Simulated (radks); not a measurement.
Valence configurations of the selenium ion Se3+ (all share [Ar]). All-electron calculation, non-relativistic Kohn-Sham, TPSS, spin-polarised, spherical densities, point nucleus; open shells are filled with parallel spins first; meta-GGA in the generalised Kohn-Sham scheme. Program: a radial shooting solver on a logarithmic mesh with Libxc functionals. Energies are relative to 3d10 4s2 4p1; eigenvalues in eV for spin up.

| valence | E (eV) | moment (Bohr magnetons) | e(3d) | e(4p) | e(4s) |
|---|---|---|---|---|---|
| 3d10 4s2 4p1 | 0.000 | 1 | -90.770 | -36.992 | -49.313 |
| 3d10 4s1 4p2 | 9.212 | 3 | -92.085 | -38.534 | -51.006 |
| 3d10 4p3 | 21.683 | 3 | -93.430 | -39.157 | - |
| 3d9.5 4s2 4p1.5 | 27.847 | 2 | -97.619 | -38.756 | -51.473 |
| 3d9 4s2 4p2 | 57.828 | 3 | -104.58 | -40.442 | -53.543 |
| 3d8 4s2 4p3 | 124.43 | 5 | -118.82 | -43.653 | -57.494 |
| 3d8 4s1 4p4 | 137.96 | 5 | -120.12 | -44.271 | -58.216 |
| 3d7.5 4s1.5 4p4 | 170.21 | 5 | -126.85 | -45.144 | -59.370 |
| 3d7 4s2 4p4 | 204.40 | 5 | -133.71 | -46.014 | -60.515 |
| 3d6.5 4s1.5 4p5 | 255.19 | 5 | -141.89 | -47.435 | -62.296 |

NIST lists [Ar] 3d10 4s2 4p1 as the ground configuration; this level of theory agrees among the configurations tried. The energies are those of spherical high-spin densities, not of single terms.
